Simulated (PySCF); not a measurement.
# Telling isomers of C8H9FN2 apart by NMR

[PySCF: shielding tensors at PBE0/pcSseg-1 (GIAO); GFN2-xTB geometry; fast rotation and ring inversion assumed for equivalent nuclei; no solvent; one conformer; no relativistic terms]

Referencing at the same level of theory: $^{1}$H (31.72 ppm) and $^{13}$C (186.93 ppm) vs TMS. Splittings of carbon signals by F and P are missing where no couplings were computed. Where no couplings were computed, multiplicities follow the n + 1 count of equivalent neighbours, and m marks all less simple cases (inequivalent or close neighbours, rings, F or P nearby). Shifts are as computed. Against solution values, carbons near 30 ppm lie about +3 ppm off and those near 130 ppm about +5 ppm. Of 1211 compounds with measured shifts, 218 miss one by over three times the rms of a fit or turn the order of signals round; such compounds aren't used in these exercises.

(1) Tabulate the signals of `Cc1cc(F)c(C2CC2)nn1`, `CC(C)(C)/C(C#N)=C(/F)C#N`, `C=Cc1nnc(C)c(F)c1C` and their relative energies.

(2) What is the quickest way to tell Cc1cc(F)c(C2CC2)nn1 from C=Cc1nnc(C)c(F)c1C?

(3) What is the quickest way to tell CC(C)(C)/C(C#N)=C(/F)C#N from C=Cc1nnc(C)c(F)c1C?

(4) What is the quickest way to tell Cc1cc(F)c(C2CC2)nn1 from CC(C)(C)/C(C#N)=C(/F)C#N?

Answers

(1) 
| SMILES | carbon types | δC | δH | E rel. (kcal/mol) |
| --- | --- | --- | --- | --- |
| Cc1cc(F)c(C2CC2)nn1 | 3×C 2×CH 2×CH2 1×CH3 | 171.1, 160.6, 159.7, 115.2, 24.7, 15.9, 11.7 | 7.02 (m, 1H), 2.92 (s, 3H), 2.41 (m, 1H), 1.58 (m, 2H), 1.21 (m, 2H) | 4.7 |
| CC(C)(C)/C(C#N)=C(/F)C#N | 5×C 3×CH3 | 149.3, 131.0, 118.3, 117.8, 37.0, 31.0 | 1.45 (s, 9H) | 11.2 |
| C=Cc1nnc(C)c(F)c1C | 4×C 1×CH 1×CH2 2×CH3 | 170.5, 160.1, 151.3, 135.3, 131.7, 124.0, 20.2, 9.7 | 8.00 (m, 1H), 7.07 (m, 1H), 6.12 (m, 1H), 2.93 (s, 3H), 2.37 (s, 3H) | 0.0 |

Energies are electronic energies at PBE0/pcSseg-1 on these geometries, without zero-point or thermal terms, each for the one conformer computed, which needn't be the lowest.

(2) Count the carbon signals: 7 against 8. The first has a three-membered-ring carbon (CH2) at 15.9 ppm, the second a terminal =CH2 carbon at 131.7 ppm. Their most deshielded carbons lie at 171.1 and 170.5 ppm. In the proton spectra the most deshielded non-exchanging signals are 7.02 (m, 1H) and 8.00 (m, 1H).

(3) Count the carbon signals: 6 against 8. The first has an allylic quaternary sp3 carbon (C) at 37.0 ppm, the second an alkene CH at 135.3 ppm. Their most deshielded carbons lie at 149.3 and 170.5 ppm. In the proton spectra the most deshielded non-exchanging signals are 1.45 (s, 9H) and 8.00 (m, 1H).

(4) Count the carbon signals: 7 against 6. The first has an aromatic CH at 115.2 ppm, the second an allylic quaternary sp3 carbon (C) at 37.0 ppm. Their most deshielded carbons lie at 171.1 and 149.3 ppm. In the proton spectra the most deshielded non-exchanging signals are 7.02 (m, 1H) and 1.45 (s, 9H).
